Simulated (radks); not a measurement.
Values are calculated unless marked as measured or tabulated.
Excited configurations of Se IV: one electron is placed in a higher orbital outside [Ar] 3d10 4s2. The ground configuration is [Ar] 3d10 4s2 4p1. Code: a radial shooting solver on a logarithmic mesh with Libxc functionals. Model: Dirac Kohn-Sham, PBE, spin-unpolarised, spherical densities, finite nucleus; open shells are shared between the two j in proportion to 2j + 1; Fermi nuclear charge, rms radius 4.14 fm. Excitation = E - E(ground); binding = E(ion) - E, where the ion is the core of charge +4; n* = 4/sqrt(2 binding) in atomic units, and the quantum defect is n - n*. Eigenvalue and <r> are those of j = l + 1/2.

outer orbital,excitation (eV),binding (eV),n*,eigenvalue (eV)
4f,27.941,14.251,3.908,-11.852
6d,33.165,9.027,4.911,-8.003
7p,34.347,7.845,5.268,-7.019
7d,35.876,6.316,5.871,-5.642
7f,37.317,4.875,6.682,-4.355

The Delta-SCF ionisation energy is 42.192 eV (NIST Atomic Spectra Database: 42.947 eV, measured). Self-interaction in the functional shifts the binding energies and quantum defects, so they are the method's values and not measured ones. Spin polarisation and multiplet splitting are left out, so open shells lie too high by an amount that depends on their filling. Sharing an open shell by 2j + 1 raises it above the true ground level by a part of the spin-orbit splitting, which enters the differences from NIST.

Beside tabulated values, note that spin-unpolarised runs miss the spin-polarisation part of the exchange energy of open shells.
